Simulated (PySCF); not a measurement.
Geometry (Å), atoms numbered from 1 in this order:
```xyz
10

Al    0.0111   -0.0068    0.0020
N     1.7889   -0.0248   -0.0187
H     2.3630   -0.8580   -0.0582
H     2.3828    0.7949    0.0010
N    -0.8620    1.5417   -0.0020
H    -1.8679    1.6472    0.0432
H    -0.4287    2.4550   -0.0618
N    -0.8912   -1.5386    0.0311
H    -0.4720   -2.4596    0.0690
H    -1.8992   -1.6278   -0.0012
```

Geometry: PBE0-D3(BJ)/def2-SVP; GIAO shifts from PySCF 2.14, gas phase, non-relativistic, averaged over equivalent atoms.

At B3LYP/pcSseg-1 (pcSseg-2 on Al) (124 basis functions, 10 s wall time on 1 thread of an Arm Neoverse N1, shared host):
```json
{"atoms": "Al1", "δ (ppm)": "168.9"}
{"atoms": "N2/N5/N8", "δ (ppm)": "-5.2"}
{"atoms": "H3/H4/H6/H7/H9/H10", "δ (ppm)": "-0.50"}
```

Chemical shifts δ = σref − σ; ²⁷Al (σref 571.15) vs [Al(H2O)6]3+; NH3 for ¹⁵N (σref 263.54); TMS for ¹H (σref 31.38), all at this level.

Question: What do these become at PBE/pcSseg-1 (pcSseg-2 on Al)?

Answer: 
```
             atoms  δ at PBE/pcSseg-1 (pcSseg-2 on Al)  change
               Al1                               166.5    -2.4
          N2/N5/N8                                -2.5    +2.7
H3/H4/H6/H7/H9/H10                               -0.55   -0.05
```

References, each an isolated molecule treated in the same way: ²⁷Al (σ = 560.82 ppm) against [Al(H2O)6]3+; ¹⁵N (σ = 265.06 ppm) vs NH3; ¹H (σ = 31.20 ppm) against TMS.

The largest change is at N2/N5/N8 (nitrogen bonded to Al, 2 H). Cost: 124 basis functions, 14 s wall time on 1 thread of an Arm Neoverse N1, shared host.

Experimental scales use liquid or dissolved standards, which lie at an offset from isolated NH3 (liquid NH3: subtract about 20 ppm).
